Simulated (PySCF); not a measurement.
Molfile (atoms numbered from 1):
```
C8H9ClSi
     RDKit          3D

 19 19  0  0  0  0  0  0  0  0999 V2000
    4.9420    1.0998   -0.7451 C   0  0  0  0  0  0  0  0  0  0  0  0
    3.7838    0.7966   -0.8778 C   0  0  0  0  0  0  0  0  0  0  0  0
    2.4769    0.4544   -1.0124 C   0  0  0  0  0  0  0  0  0  0  0  0
    1.3048    0.1855   -1.1286 C   0  0  0  0  0  0  0  0  0  0  0  0
   -0.0797   -0.1866   -1.2017 C   0  0  1  0  0  0  0  0  0  0  0  0
   -0.2734   -1.5278   -2.4137 Cl  0  0  0  0  0  0  0  0  0  0  0  0
   -0.6063   -0.6592    0.1417 C   0  0  1  0  0  0  0  0  0  0  0  0
   -0.7021    0.4533    1.2090 C   0  0  0  0  0  0  0  0  0  0  0  0
   -2.1233    0.1778    1.7416 C   0  0  0  0  0  0  0  0  0  0  0  0
   -2.4842   -1.0320    0.3027 Si  0  0  0  0  0  4  0  0  0  0  0  0
    5.9503    1.3641   -0.6350 H   0  0  0  0  0  0  0  0  0  0  0  0
   -0.6785    0.6414   -1.5944 H   0  0  0  0  0  0  0  0  0  0  0  0
    0.0302   -1.4757    0.4890 H   0  0  0  0  0  0  0  0  0  0  0  0
   -0.6367    1.4393    0.7491 H   0  0  0  0  0  0  0  0  0  0  0  0
    0.0748    0.3901    1.9699 H   0  0  0  0  0  0  0  0  0  0  0  0
   -2.7386    1.0701    1.8274 H   0  0  0  0  0  0  0  0  0  0  0  0
   -2.1047   -0.2930    2.7222 H   0  0  0  0  0  0  0  0  0  0  0  0
   -3.2922   -0.4808   -0.7838 H   0  0  0  0  0  0  0  0  0  0  0  0
   -2.8529   -2.4078    0.6207 H   0  0  0  0  0  0  0  0  0  0  0  0
  1  2  3  0
  2  3  1  0
  3  4  3  0
  4  5  1  0
  5  6  1  0
  5  7  1  0
  7  8  1  0
  8  9  1  0
  9 10  1  0
 10  7  1  0
  1 11  1  0
  5 12  1  6
  7 13  1  1
  8 14  1  0
  8 15  1  0
  9 16  1  0
  9 17  1  0
 10 18  1  0
 10 19  1  0
M  END
```

Theoretical values (PySCF 2.14): GFN2-xTB geometry, shielding tensors at PBE0/pcSseg-1 (GIAO). Gas phase, one computed conformer, no relativistic terms.

References, each an isolated molecule treated in the same way: TMS for ¹³C (186.93 ppm) and ¹H (31.72 ppm) and ²⁹Si (349.16 ppm); ³⁵Cl (949.78 ppm) against HCl.

```json
{"atoms": "C3", "nucleus": "¹³C", "count": "1", "δ (ppm)": "?"}
{"atoms": "C9", "nucleus": "¹³C", "count": "1", "δ (ppm)": "4.9"}
{"atoms": "H18", "nucleus": "¹H", "count": "1", "δ (ppm)": "4.66"}
{"atoms": "H14", "nucleus": "¹H", "count": "1", "δ (ppm)": "1.87"}
{"atoms": "C1", "nucleus": "¹³C", "count": "1", "δ (ppm)": "78.1"}
{"atoms": "C4", "nucleus": "¹³C", "count": "1", "δ (ppm)": "78.6"}
{"atoms": "H19", "nucleus": "¹H", "count": "1", "δ (ppm)": "?"}
{"atoms": "H13", "nucleus": "¹H", "count": "1", "δ (ppm)": "2.56"}
{"atoms": "C2", "nucleus": "¹³C", "count": "1", "δ (ppm)": "73.2"}
{"atoms": "H15", "nucleus": "¹H", "count": "1", "δ (ppm)": "2.59"}
{"atoms": "Cl6", "nucleus": "³⁵Cl", "count": "1", "δ (ppm)": "244"}
{"atoms": "H12", "nucleus": "¹H", "count": "1", "δ (ppm)": "4.47"}
{"atoms": "H17", "nucleus": "¹H", "count": "1", "δ (ppm)": "?"}
{"atoms": "H11", "nucleus": "¹H", "count": "1", "δ (ppm)": "?"}
{"atoms": "C7", "nucleus": "¹³C", "count": "1", "δ (ppm)": "?"}
{"atoms": "C8", "nucleus": "¹³C", "count": "1", "δ (ppm)": "?"}
{"atoms": "Si10", "nucleus": "²⁹Si", "count": "1", "δ (ppm)": "-29.1"}
{"atoms": "H16", "nucleus": "¹H", "count": "1", "δ (ppm)": "1.27"}
{"atoms": "C5", "nucleus": "¹³C", "count": "1", "δ (ppm)": "58.6"}
```

Fill in the missing shifts.

Answers


- C3: 80.6 ppm, alkyne carbon; sp carbons lie upfield of alkene carbons because the cylindrical π system leaves one tensor component strongly shielded
- C7: 40.4 ppm, sp3 CH bonded to Si
- C8: 27.7 ppm, sp3 CH2 in a ring; saturated and bonded to C and H only
- H19: 4.80 ppm, hydrogen on a silicon bonded to 2 C, in a 4-membered ring
- H11: 1.61 ppm, hydrogen on a terminal alkyne carbon; it lies on the axis of the triple bond, in its shielding cone
- H17: 1.42 ppm, hydrogen on an sp3 CH2 bonded to Si

Carbons that carry Cl, above all several Cl atoms, come out too deshielded, partly because spin–orbit coupling is missing. Shifts are as computed. Against solution values, carbons near 30 ppm lie about +3 ppm off and those near 130 ppm about +5 ppm; carbons on Cl a further +6 ppm. Of 1309 compounds with measured shifts, 239 miss one by over three times the rms of a fit or turn the order of signals round; such compounds aren't used in these exercises.
